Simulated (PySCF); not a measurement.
Telling isomers of C4H12OSi2 apart by NMR

Level of theory: geometry: GFN2-xTB, PBE0/pcSseg-1 with gauge-including orbitals, in PySCF 2.14.0 with density-fitted response routines (no relativistic terms, gas phase, a single conformation, averaged over atoms made equivalent by symmetry, fast rotation or ring inversion).

Referencing at the same level of theory: ¹H and ¹³C against TMS. Where no couplings were computed, multiplicities follow the n + 1 count of equivalent neighbours, and m marks all less simple cases (inequivalent or close neighbours, rings, F or P nearby). Shifts are as computed. Against solution values, carbons near 30 ppm lie about +3 ppm off and those near 130 ppm about +5 ppm. Of 1211 compounds with measured shifts, 218 miss one by over three times the rms of a fit or turn the order of signals round; such compounds aren't used in these exercises.

(1) Tabulate the signals of `CC(=O)CC([SiH3])[SiH3]`, `O=C(C[SiH3])CC[SiH3]` and their relative energies.

(2) What is the quickest way to tell CC(=O)CC([SiH3])[SiH3] from O=C(C[SiH3])CC[SiH3]?

Answers

(1) 
| SMILES | carbon types | δC | δH | E rel. (kcal/mol) |
| --- | --- | --- | --- | --- |
| CC(=O)CC([SiH3])[SiH3] | 1×C 1×CH 1×CH2 1×CH3 | 219.2, 45.6, 31.8, -3.0 | 4.02 (d, 6H), 2.46 (d, 2H), 2.22 (s, 3H), 0.11 (m, 1H) | 0.0 |
| O=C(C[SiH3])CC[SiH3] | 1×C 3×CH2 | 221.1, 41.2, 32.5, 7.3 | 4.13 (t, 3H), 4.01 (t, 3H), 2.62 (t, 2H), 2.33 (q, 2H), 0.74 (m, 2H) | 0.6 |

Energies are electronic energies at PBE0/pcSseg-1 on these geometries, without zero-point or thermal terms, each for the one conformer computed, which needn't be the lowest.

(2) Both give the same number of carbon signals, but DEPT or the intensities differ. The first has a methyl carbon α to a carbonyl (CH3) at 31.8 ppm, the second an sp3 CH2 bonded to Si at 7.3 ppm. Their most deshielded carbons lie at 219.2 and 221.1 ppm.
